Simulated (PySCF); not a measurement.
PySCF input for isocyanic acid cation (CHNO), SMILES N=C=O (connectivity only; charge and spin as stated), charge +1, multiplicity 2, PBE0/pcH-1. Geometry: B3LYP-D3(BJ)/def2-TZVP. The spin state was assumed, not searched.

```python
import numpy as np
from pyscf import gto, scf, dft
from pyscf.prop.hfc import uks as hfc
from pyscf.prop.gtensor import uks as gtensor

mol = gto.M(
    atom='''
    N     0.13145902   -1.17754803    0.00000000
    C    -0.03361370    0.07206466    0.00000000
    O    -0.00978084    1.20916010    0.00000000
    H    -0.64028415   -1.86283254    0.00000000
    ''',
    basis='pcH-1',
    charge=1,
    spin=1,
    max_memory=1600,
    verbose=3,
)
mf = dft.UKS(mol, xc='pbe0')
mf.grids.level = 3
mf.conv_tol = 1e-10
mf.max_cycle = 100
mf.kernel()
fine, coarse = mf.grids, dft.Grids(mol).set(level=1).build(with_non0tab=True)
for _ in range(3):  # follow internal instabilities
    mf.grids = coarse
    mo, _, stable, _ = mf.stability(return_status=True, nroots=4)
    mf.grids = fine
    if stable:
        break
    mf.kernel(mf.make_rdm1(mo, mf.mo_occ))
A = hfc.HFC(mf).make_fcdip(mf.make_rdm1())  # Fermi contact and dipolar terms, MHz
print('atom   A(iso)/MHz   principal dipolar parts/MHz')
for i, a in enumerate(A):
    w = np.linalg.eigvalsh((a + a.T) / 2)
    print(f'{mol.atom_symbol(i):2s}{i + 1:3d} {w.mean():12.2f}', (w - w.mean()).round(2))
gt = gtensor.GTensor(mf)
gt.dia_soc2e, gt.para_soc2e, gt.so_eff_charge = None, None, True
gt.max_cycle_cphf = 60
g = gt.kernel()
```

Program output:

```

WARN: HOMO -0.328009377049394 >= LUMO -0.328009377049401

converged SCF energy = -168.079390412001  <S^2> = 0.76955962  2S+1 = 2.0194649
<class 'pyscf.dft.uks.UKS'> wavefunction is stable in the internal stability analysis
atom   A(iso)/MHz   principal dipolar parts/MHz
N   1        32.15 [-38.31 -37.03  75.35]
C   2       -73.94 [-24.8  -3.6  28.4]
O   3       -19.13 [-109.41   52.92   56.49]
H   4       -58.88 [-42.25 -11.03  53.28]
SOC(1e)/OZ [2.80041746e-03 2.10110409e-02 7.45338938e-05]
free electron g 2.00231930436182
g-tensor total [2.00494175 2.02323957 2.00218879]
g-shift (ppt) [ 2.6224433  20.92026391 -0.13051455]
```

The run converged.
